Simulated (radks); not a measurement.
Values are calculated unless marked as measured or tabulated.
Question: Ionisation ladder of osmium, from Os LXI to Os LXVI. Each ion is in the ground configuration listed by NIST, and IE = E(next ion) - E(this ion). Level of theory: scalar-relativistic Kohn-Sham, LDA (Slater exchange, Perdew-Wang correlation), spin-polarised, spherical densities, finite nucleus; open shells are filled with parallel spins first (spin-orbit coupling, left out, can overturn this in heavy ions); Fermi nuclear charge, rms radius 5.4126 fm (a radial shooting solver on a logarithmic mesh with Libxc functionals).

species   configuration  IE, Delta-SCF (eV)  <r> HOMO (bohr)
Os LXI     [Ne] 3s2 3p4                   ?            0.177
Os LXII    [Ne] 3s2 3p3              6642.7            0.176
Os LXIII   [Ne] 3s2 3p2                   ?            0.176
Os LXIV    [Ne] 3s2 3p1              6896.5            0.175
Os LXV         [Ne] 3s2                   ?            0.177
Os LXVI        [Ne] 3s1              7624.9            0.177

Estimate the withheld Delta-SCF values.

Answer: Os LXI: 6483.1 eV (NIST 6376); Os LXIII: 6770.5 eV (NIST 7039); Os LXV: 7488.1 eV (NIST 7468).
